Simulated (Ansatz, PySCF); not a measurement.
C4H5NSi, SMILES C#C[C@@H]([SiH3])C#N. Atoms are numbered in the order given.

```xyz
11

C      2.3089    -1.0147    -0.5903
C      1.3660    -0.2938    -0.3665
C      0.1786     0.5360    -0.1364
Si    -1.3584    -0.3492    -0.8857
C     -0.0600     0.8162     1.2839
N     -0.3005     1.0244     2.3956
H      3.1580    -1.6480    -0.7802
H      0.2881     1.5002    -0.6627
H     -1.5271    -1.6529    -0.1953
H     -2.5454     0.5234    -0.6782
H     -1.0916    -0.5395    -2.3361
```
Charge 0, spin multiplicity 1.

Coordinates come from a ωB97X-D3(BJ)/def2-SVP optimisation. The structure was generated by enumeration; whether it is a known compound was not checked.

Two levels are set side by side: PBE-D3(BJ)/def2-SVP (Ansatz, a quantum-chemistry and plane-wave program) and ωB97X-D3(BJ)/def2-SVP (PySCF). Each level has its own optimised geometry; the coordinates shown are those of the second. Frequencies come from the Hessian of PySCF at each geometry. Differences are taken from unrounded values.

| quantity | ωB97X-D3(BJ) |
|---|---|
| mean bond length (Å) | 1.386 |
| bond C1–C2 (Å) | 1.208 |
| bond C2–C3 (Å) | 1.467 |
| bond C3–Si4 (Å) | 1.925 |
| bond C3–C5 (Å) | 1.467 |
| bond C5–N6 (Å) | 1.156 |
| bond C1–H7 (Å) | 1.076 |
| bond C3–H8 (Å) | 1.104 |
| bond Si4–H9 (Å) | 1.485 |
| bond Si4–H10 (Å) | 1.488 |
| bond Si4–H11 (Å) | 1.487 |
| highest harmonic wavenumber (cm⁻¹) | 3484 |
| mean harmonic wavenumber (cm⁻¹) | 1162 |
| zero-point energy (kcal/mol) | 44.84 |

Problem. What does PBE-D3(BJ) give, and how far is it from ωB97X-D3(BJ)? (The exact figures need the calculation; the answer reports its results.)

Solution. 
```tsv
quantity	PBE-D3(BJ)	PBE-D3(BJ) minus ωB97X-D3(BJ)
mean bond length (Å)	1.396	0.009
bond C1–C2 (Å)	1.222	0.014
bond C2–C3 (Å)	1.460	-0.007
bond C3–Si4 (Å)	1.948	0.023
bond C3–C5 (Å)	1.463	-0.004
bond C5–N6 (Å)	1.172	0.016
bond C1–H7 (Å)	1.081	0.005
bond C3–H8 (Å)	1.115	0.011
bond Si4–H9 (Å)	1.497	0.012
bond Si4–H10 (Å)	1.501	0.013
bond Si4–H11 (Å)	1.500	0.013
highest harmonic wavenumber (cm⁻¹)	3407	-77
mean harmonic wavenumber (cm⁻¹)	1104	-58
zero-point energy (kcal/mol)	42.60	-2.24
```

Exact exchange shortens and stiffens bonds; PBE has none. Differences between two approximate levels are no errors against the true value.
